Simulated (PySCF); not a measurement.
Polarisability and C₆ of Ta⁺ (tantalum, charge +1)

[Xe] 4f14 5d3 6s1, high-spin 5F determinant. All numbers are calculated (PySCF 2.14, a scalar-relativistic core potential, in def2-QZVPPD with the def2 core potential (60 electrons)). Coupled (time-dependent) response in atomic units; α is the mean over directions.

```
method  mean α (bohr³)  C₆ (like pair)  S(−4)
   UHF           52.66           475.3   1407
   PBE           40.90           352.6  776.3
  PBE0           42.72           370.6  855.6
```

S(−4) is the Cauchy moment in α(ω) = α(0) + S(−4) ω² + …

Spin-orbit coupling is absent.

α(iu) at UHF:

```tsv
u (hartree)	α(iu) (bohr³)
0	52.66
0.0500	49.40
0.100	41.95
0.200	27.58
0.300	19.02
0.500	11.18
0.750	7.139
1.00	5.105
1.50	3.063
2.00	2.053
3.00	1.096
5.00	0.4523
```

A single London oscillator, α(iu) = α/(1 + u²/ω²), gives C₆ = (3/4) ω α². Matching the computed C₆ needs ω = 4 × 475.3 / (3 × 52.66²) = 0.229 hartree.

For an ion, C₆ is the dispersion term alone; charge-induced terms of lower order in 1/R come first.

Energies and moments cover only the electrons outside the core potential. Spin-orbit coupling, absent here, splits the open shell strongly.
